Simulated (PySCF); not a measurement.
Structure elucidation problem

Molecular formula: C$_{4}$H$_{7}$NO$_{3}$Si$_{2}$. Simulated spectra:

$^{1}$H NMR (300 MHz, computed): δ 5.19 (t, 2H), 2.34 (br s, 2H), 2.08 (t, 2H), 1.72 (s, 1H).

$^{13}$C{$^{1}$H} NMR (computed): δ 119.7 (C), 97.7 (CH), 86.1 (C), 2.7 (CH2).

Equivalent nuclei averaged, one computed conformer, in vacuum, non-relativistic Hamiltonian. Shieldings: GIAO PBE0/pcSseg-1; GFN2-xTB geometry; PySCF 2.14.

Referencing at the same level of theory: TMS for $^{1}$H (σ = 31.72 ppm) and $^{13}$C (σ = 186.93 ppm).

Problem. Deduce the structure.

Solution. 
- Rings plus π bonds: 4 (no ring in the answer).
- 4 carbon signals for 4 carbons: no two carbons are equivalent.
- Carbon types of the structure: 2 × C, 1 × CH, 1 × CH2, leaving 4 H on heteroatoms.
- δC 119.7: nitrile carbon; typical of a nitrile.
- δC 97.7: terminal alkyne carbon; sp carbons lie upfield of alkene carbons because the cylindrical π system leaves one tensor component strongly shielded.
- δC 86.1: alkyne carbon; sp carbons lie upfield of alkene carbons because the cylindrical π system leaves one tensor component strongly shielded.
- δC 2.7: sp3 CH2 bonded to Si, α to a nitrile; an electropositive neighbour leaves it electron-rich and shielded.
- δH 2.34: hydrogen on an oxygen bonded to Si; exchangeable, gas-phase position.
- δH 2.08: hydrogen on an sp3 CH2 bonded to Si, α to a nitrile.
- δH 1.72: hydrogen on a terminal alkyne carbon; it lies on the axis of the triple bond, in its shielding cone.

Structure: SMILES C#C[Si](O)(O)O[SiH2]CC#N.

The data come from this structure; uniqueness wasn't tested.

OH/NH shifts are gas-phase values; hydrogen bonding in solution moves them, usually downfield. Shifts are as computed. Against solution values, carbons near 30 ppm lie about +3 ppm off and those near 130 ppm about +5 ppm. Of 1309 compounds with measured shifts, 239 miss one by over three times the rms of a fit or turn the order of signals round; such compounds aren't used in these exercises. No couplings were computed; multiplicities are counted from neighbouring protons, with m where these are inequivalent, close in shift, in a saturated or five-membered ring or joined by F or P, and br s for small geminal =CH2 splittings.
